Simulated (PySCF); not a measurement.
C₃H₅Cl₂FSi, SMILES C=CC[Si](F)(Cl)Cl. Atoms are numbered in the order given.

```xyz
12

C      2.6533    -1.3488    -0.9476
C      1.5438    -0.7986    -1.4544
C      1.0392     0.5733    -1.1201
Si    -0.3604     0.5249     0.1016
F     -0.9670     2.0087     0.3023
Cl    -1.8844    -0.6758    -0.5650
Cl     0.2766    -0.1316     1.9344
H      3.3017    -0.7995    -0.2558
H      2.9497    -2.3682    -1.2090
H      0.9136    -1.3887    -2.1324
H      1.8325     1.1999    -0.6756
H      0.6645     1.0998    -2.0170
```

Geometry optimised at r2SCAN-D4/def2-SVP. Other conformers were not sampled.

Method: PySCF with PBE/pcSseg-1.

GIAO shieldings, no solvent; atoms listed in one row are averaged. δ = σ(ref) − σ: ¹³C against TMS (σ = 182.0 ppm); ²⁹Si against TMS (σ = 335.4 ppm); ¹⁹F against CFCl3 (σ = 133.6 ppm); ³⁵Cl against HCl (σ = 936.5 ppm); ¹H against TMS (σ = 31.49 ppm), references at their B3LYP-D3(BJ)/def2-TZVP geometries, non-relativistic (without spin–orbit terms, shifts of atoms bonded to Cl or Br come out too high).

Estimate the chemical shifts. (An estimate is asked for; the answer gives what the named calculation found.)


```
nucleus   atoms  count  δ (ppm)
-------  ------  -----  -------
¹³C          C2      1    136.8
¹³C          C1      1    129.0
¹³C          C3      1     34.9
²⁹Si        Si4      1     14.2
¹⁹F          F5      1   -130.4
³⁵Cl        Cl6      1    125.6
³⁵Cl        Cl7      1    113.5
¹H          H10      1     6.18
¹H       H8, H9      2     5.75
¹H          H12      1     2.51
¹H          H11      1     2.30
```
